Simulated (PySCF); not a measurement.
Zn(SeH)2 (H₂Se₂Zn), SMILES [SeH][Zn][SeH]. Atoms are numbered in the order given.

```xyz
5

Zn     0.0000     0.0000     0.0133
Se    -2.3071     0.0302     0.0242
H     -2.3395    -1.0140    -1.0218
Se     2.3071    -0.0302     0.0242
H      2.3395     1.0140    -1.0218
```

The structure is a stationary point at B3LYP-D3(BJ)/def2-SVP. The values are those of a single conformer.

Calculation: TDA-PBE/def2-SVPD (PySCF).

Vertical excitations. The molecule is in vacuum. State labels are in the subgroup C2.

Computed lowest excited states:
```json
[
 {"state": "S1", "symmetry": "A", "energy (eV)": "4.10", "λ (nm)": "303", "f": "0.023", "main pairs": "HOMO→LUMO 100 %"},
 {"state": "S2", "symmetry": "B", "energy (eV)": "4.10", "λ (nm)": "303", "f": "0.023", "main pairs": "HOMO−1→LUMO 100 %"},
 {"state": "S3", "symmetry": "B", "energy (eV)": "4.71", "λ (nm)": "263", "f": "0.000", "main pairs": "HOMO−1→LUMO+1 52 %, HOMO→LUMO+2 47 %"},
 {"state": "S4", "symmetry": "A", "energy (eV)": "4.73", "λ (nm)": "262", "f": "0.000", "main pairs": "HOMO→LUMO+1 51 %, HOMO−1→LUMO+2 48 %"},
 {"state": "S5", "symmetry": "B", "energy (eV)": "4.86", "λ (nm)": "255", "f": "0.011", "main pairs": "HOMO→LUMO+2 43 %, HOMO−1→LUMO+1 38 %, HOMO−2→LUMO 17 %"},
 {"state": "S6", "symmetry": "A", "energy (eV)": "4.95", "λ (nm)": "250", "f": "0.000", "main pairs": "HOMO−1→LUMO+2 46 %, HOMO→LUMO+1 43 %"},
 {"state": "S7", "symmetry": "B", "energy (eV)": "5.40", "λ (nm)": "230", "f": "0.014", "main pairs": "HOMO→LUMO+3 52 %, HOMO−1→LUMO+4 39 %, HOMO−2→LUMO 8 %"},
 {"state": "S8", "symmetry": "A", "energy (eV)": "5.48", "λ (nm)": "226", "f": "0.004", "main pairs": "HOMO−1→LUMO+3 61 %, HOMO→LUMO+4 30 %"},
 {"state": "S9", "symmetry": "A", "energy (eV)": "5.53", "λ (nm)": "224", "f": "0.015", "main pairs": "HOMO→LUMO+4 64 %, HOMO−1→LUMO+3 34 %"},
 {"state": "S10", "symmetry": "B", "energy (eV)": "5.54", "λ (nm)": "224", "f": "0.018", "main pairs": "HOMO−1→LUMO+4 56 %, HOMO→LUMO+3 43 %"},
 {"state": "T1", "symmetry": "A", "energy (eV)": "3.78", "λ (nm)": "328", "f": "0", "main pairs": "HOMO→LUMO 100 %"},
 {"state": "T2", "symmetry": "B", "energy (eV)": "3.78", "λ (nm)": "328", "f": "0", "main pairs": "HOMO−1→LUMO 100 %"},
 {"state": "T3", "symmetry": "A", "energy (eV)": "4.44", "λ (nm)": "279", "f": "0", "main pairs": "HOMO→LUMO+1 50 %, HOMO−1→LUMO+2 47 %"},
 {"state": "T4", "symmetry": "B", "energy (eV)": "4.48", "λ (nm)": "277", "f": "0", "main pairs": "HOMO−1→LUMO+1 49 %, HOMO→LUMO+2 45 %"}
]
```
Triplets are in the Tamm–Dancoff approximation.
